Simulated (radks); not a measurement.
Ionisation of neutral krypton, [Kr], to [Ar] 3d10 4s2 4p5 as the strength of local exchange is varied. All-electron calculation, Dirac Kohn-Sham, Slater X-alpha exchange (alpha = 2/3 is LDA exchange), no correlation, spin-unpolarised, spherical densities, point nucleus. Program: a radial shooting solver on a logarithmic mesh with Libxc functionals.

| alpha | E(Kr) (hartree) | exchange (hartree) | IE (eV) | -e of the level emptied (eV) | <r> of it (bohr) |
|---|---|---|---|---|---|
| 0.574 | -2771.32952 | -76.96601 | 11.726 | 6.897 (4p3/2) | 2.027 |
| 0.586 | -2772.93903 | -78.61987 | 11.872 | 7.027 (4p3/2) | 2.021 |
| 0.623 | -2777.90744 | -83.73075 | 12.328 | 7.432 (4p3/2) | 2.003 |
| 0.646 | -2781.00031 | -86.91652 | 12.615 | 7.688 (4p3/2) | 1.992 |
| 0.667 | -2783.82717 | -89.83112 | 12.880 | 7.925 (4p3/2) | 1.982 |
| 0.807 | -2802.74458 | -109.40427 | 14.707 | 9.572 (4p3/2) | 1.919 |
| 0.839 | -2807.08604 | -113.91288 | 15.139 | 9.965 (4p3/2) | 1.906 |
| 0.952 | -2822.46879 | -129.93717 | 16.707 | 11.400 (4p3/2) | 1.860 |

NIST Atomic Spectra Database: 14.000 eV (measured). The Delta-SCF value meets it near alpha = 0.75. Spin polarisation and multiplet splitting are left out, so open shells lie too high by an amount that depends on their filling.

Beside tabulated values, note that spin-unpolarised runs miss the spin-polarisation part of the exchange energy of open shells.
